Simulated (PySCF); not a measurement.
# Electron correlation in B (boron, neutral)

[He] 2s2 2p1, 2P determinant. Computed with PySCF 2.14 in 6-31G* (3s2p1d, 14 functions), with no relativity, point nucleus. Frozen: 1s2; 3 electrons correlated.

MP2 pair energies summed by pair of shells (mhartree):

```json
{"pair": "2s-2s", "energy": "-22.22", "share (%)": "61.6"}
{"pair": "2s-2p", "energy": "-13.84", "share (%)": "38.4"}
```

Total MP2 correlation energy: -36.05 mhartree.

Same-spin part -2.27 and opposite-spin part -33.78 mhartree; SCS-MP2 scales them by 1/3 and 6/5 to -41.30 mhartree.

```tsv
level	correlation energy (mhartree)
CCSD	-56.34
(T)	-0.77
CCSD(T)	-57.11
```

Diagnostics: T1 = 0.0095, D1 = 0.0166, largest double amplitude 0.145.

Cost of the coupled-cluster step: 0.09 s of wall time on 1 thread of Neoverse-V1 (shared host), for 3 correlated electrons.
